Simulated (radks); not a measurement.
The numbers below are computed, except where a source is named.
Mn+, 24 electrons, occupied as [Ar] 3d(up 5, down 0) 4s(up 0.5, down 0.5) (fractional occupations, a model configuration). Level of theory: scalar-relativistic Kohn-Sham, PBEsol, spin-polarised, spherical densities, point nucleus (a radial shooting solver on a logarithmic mesh with Libxc functionals).

Unscreened Slater integrals over Kohn-Sham orbitals (hartree). They are taken over the spin-up orbitals.

\begin{tabular}{lr}
integral & value \\ \hline
F0(4s,4s) & 0.32915 \\
F0(4s,3d) & 0.41187 \\
G2(4s,3d) & 0.056506 \\
F0(4s,3p) & 0.42349 \\
G1(4s,3p) & 0.026717 \\
F0(4s,3s) & 0.42558 \\
G0(4s,3s) & 0.018973 \\
F0(3d,3d) & 0.80295 \\
F2(3d,3d) & 0.36515 \\
F4(3d,3d) & 0.22597 \\
F0(3d,3p) & 0.88832 \\
F2(3d,3p) & 0.41422 \\
G1(3d,3p) & 0.51454 \\
G3(3d,3p) & 0.30972 \\
F0(3d,3s) & 0.91006 \\
G2(3d,3s) & 0.38873 \\
F0(3p,3p) & 1.0002 \\
F2(3p,3p) & 0.49962 \\
F0(3p,3s) & 1.0273 \\
G1(3p,3s) & 0.68045 \\
F0(3s,3s) & 1.0572 \\
\end{tabular}

Derived for the open shells (J is the average intra-shell exchange parameter used in DFT+U). 3d: Racah B = F2/49 - 5 F4/441 = 0.004890 hartree, C = 35 F4/441 = 0.01793 hartree, C/B = 3.67, F4/F2 = 0.619, J = (F2 + F4)/14 = 0.04222 hartree.
